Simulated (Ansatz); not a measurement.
The same path of C2H8O2Si (13 atoms, charge 0, multiplicity 1) was run twice with different band settings. Lost on the way: Si1–C2, C3–H4. Made: C2–H4.

These are results of RKS r2SCAN/6-31G* in Ansatz, not measurements.

Relaxed end points:

```xyz
13
Properties=species:S:1:pos:R:3
Si -0.238 -0.180 -0.276
C 1.019 1.215 -0.237
C -0.641 -0.805 1.430
H 0.267 -1.054 1.993
O -1.691 0.325 -0.913
O 0.372 -1.415 -1.226
H 1.252 1.596 -1.241
H 0.633 2.061 0.345
H 1.963 0.902 0.229
H -1.203 -0.056 2.000
H -1.259 -1.709 1.366
H -1.719 0.357 -1.879
H 1.247 -1.238 -1.593
```

```xyz
13
Properties=species:S:1:pos:R:3
Si -0.995 -0.920 -0.135
C 1.484 1.766 -0.088
C -1.428 -1.862 1.203
H 0.843 1.706 0.797
O -1.534 0.598 -0.441
O 0.083 -1.305 -1.329
H 1.511 0.797 -0.599
H 1.104 2.537 -0.768
H 2.498 2.036 0.219
H -2.106 -1.474 1.957
H -1.129 -2.902 1.303
H -0.909 1.148 -0.937
H 0.577 -2.125 -1.180
```

Common settings: spring 5.0 eV/Å²; optimiser quadratic models (default); start path through a guess of the saddle point; force threshold 0.05 eV/Å; iteration limit 60; end points relaxed.

| run | movable images | climbing image |
| --- | --- | --- |
| 1 | 7 | yes |
| 2 | 6 | no |

Task: What does each run give, and how far can it be trusted?

Result: Run 1: converged after 31 iterations, highest image 3.970 eV above the first end. The profile has 2 maxima (images 1, 4) with wells between them (image 2): this band takes more than one step, which may be the mechanism or a detour left from its start path. Neighbouring images differ by up to 3.9 eV, so the band resolves the path poorly. A vibrational analysis at the climbing image gives 2 clearly imaginary modes (1193i, 44i cm⁻¹): a point of higher order, so a lower path passes nearby.
Run 2: converged after 15 iterations, highest image 2.818 eV above the first end. Beside the main top the profile has a ripple of under 15 meV (maxima at images 1, 4), which may be a very shallow well or noise. Neighbouring images differ by up to 2.8 eV, so the band resolves the path poorly. No image climbed, so the highest image needn't sit at the top of the path.
The orbitals stay closed-shell, which can raise the energy where a bond breaks towards radicals; this wasn't checked here.
